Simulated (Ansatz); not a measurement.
Computed with Ansatz on PBE0-D4/def2-TZVP structures; ΔE is electronic, products minus reactants. CCSD(T)/CBS is the MP2 limit (def2-TZVPP, def2-QZVPP) plus CCSD(T) − MP2 in def2-TZVPP, frozen cores. This one scheme is used for every species. DFT in def2-TZVPP. For Br outer-core shells are correlated without core-valence functions, which leaves a few kJ/mol of doubt a bond. Scalar relativity is left out up to krypton. Each species was taken in one conformer, which may not be the lowest.

Reaction (redistribution): `SB(Cl)Br` + `N[SiH](O)Cl` → `NB(S)Cl` + `O[SiH](Cl)Br`

`SB(Cl)Br`:

Z-matrix (Å, degrees):
```
B
S 1 1.784
Br 1 1.912 2 122.7
Cl 1 1.743 2 117.7 3 -180.0
H 2 1.343 1 96.6 3 0.0
```

`N[SiH](O)Cl`:

Z-matrix (Å, degrees):
```
Si
O 1 1.631
Cl 1 2.058 2 112.6
N 1 1.700 2 111.2 3 116.8
H 1 1.474 2 103.8 3 -116.0
H 2 0.960 1 116.7 3 -67.6
H 4 1.006 1 120.7 2 -147.4
H 4 1.007 1 121.4 2 60.6
```

`NB(S)Cl`:

Cartesian coordinates in Å:
```
N -0.171 -0.820 0.501
B 0.374 0.057 -0.431
S -0.073 1.804 -0.613
Cl 1.607 -0.544 -1.552
H 0.120 -1.781 0.552
H -0.872 -0.559 1.170
H -0.985 1.843 0.373
```

`O[SiH](Cl)Br`:

```xyz
6

O     0.340   -0.004   -1.310
Si    0.032    0.269    0.259
Cl    1.226   -0.870    1.460
Br   -2.068   -0.210    0.751
H     0.180   -0.877   -1.673
H     0.291    1.692    0.512
```

| level | ΔE (kJ/mol) |
| --- | --- |
| revPBE-D4 | -67.2 |
| BHLYP-D4 | -72.8 |
| BLYP | -69.2 |
| PBE0 | -71.4 |

What does CCSD(T)/CBS give? (An estimate is asked.)

Computed: -65.8 kJ/mol. The listed levels differ from it by -1.4, -7.0, -3.4, -5.6 kJ/mol.

Largest T1 diagnostic among the species: 0.011.

From BLYP to BHLYP (50 % exact exchange), in def2-TZVPP and without D4, ΔE moves by −4.3 kJ/mol. At CCSD(T), def2-SVP lies −6.3 kJ/mol from the extrapolated value and def2-TZVPP +2.4 kJ/mol. In def2-TZVPP, CCSD(T) changes the Hartree–Fock value by +13.4 kJ/mol (the triples alone add +2.2 kJ/mol) and MP2 by +15.1 kJ/mol.
